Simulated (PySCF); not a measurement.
Energy of Ru (ruthenium, neutral) between two integer charges

The 5s alpha orbital of [Kr] 4d7 5s1 is emptied in steps (occupation f), with all orbitals relaxed, ending at [Kr] 4d7. Calculation: PySCF 2.14, in def2-TZVP with the def2 core potential (28 electrons); a scalar-relativistic core potential. The exact energy is a straight line in f; departures are measured from the line between the end points of the same method.

```json
{"f": "1", "UHF (eV)": "0.000"}
{"f": "0.75", "UHF (eV)": "0.029"}
{"f": "0.5", "UHF (eV)": "0.037"}
{"f": "0.25", "UHF (eV)": "0.027"}
{"f": "0", "UHF (eV)": "0.000"}
```

Question: For UHF, how does the orbital energy at f = 1 compare with the removal energy?

Answer: −ε = 6.458 eV against a total-energy difference of 6.301 eV. By Janak's theorem ε = ∂E/∂f, so the gap between them reflects the curvature. Along the path −ε is 6.375 (f = 0.75), 6.298 (f = 0.5), 6.226 (f = 0.25) eV.

Reference removal energy between the ground levels: 7.361 eV (measured; NIST Atomic Spectra Database, ionization energies). The calculation has no spin-orbit coupling. UHF lacks correlation.
